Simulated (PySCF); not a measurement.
C4H5NS2, SMILES c1sc(c(n1)C)S. Atoms are numbered in the order given.

```xyz
12

C     -1.0304     2.1192     0.5154
C     -0.0334     1.0705     0.1521
N      1.2713     1.4300    -0.0705
C      2.0088     0.3997    -0.3736
S      1.1827    -1.1221    -0.4035
C     -0.2934    -0.2857     0.0068
S     -1.8012    -1.1379     0.3065
H     -1.0278     2.9185    -0.2421
H     -0.7597     2.5864     1.4759
H     -2.0399     1.6960     0.5969
H      3.0765     0.4603    -0.6046
H     -2.1629    -1.3338    -0.9861
```
Charge 0, spin multiplicity 1.

The structure is a stationary point at r2SCAN-D4/def2-SVP. The values are those of a single conformer.

All values below come from PBE/def2-TZVP run with PySCF.

Isolated molecule, no solvent.

```yaml
total_energy: -1006.07042 hartree
highest_occupied_level: -5.91 eV
lowest_empty_level: -2.05 eV
orbital_gap: 3.86 eV
dipole_moment: 0.94 D
quadrupole, principal values (traceless, Buckingham form, about the centre of nuclear charge): -7.38, 0.92, 6.46 D·Å
mean_static_polarisability: 90.7 bohr³ (13.43 Å³)
polarisability_principal_values: 58.0, 102.1, 111.8 bohr³
```
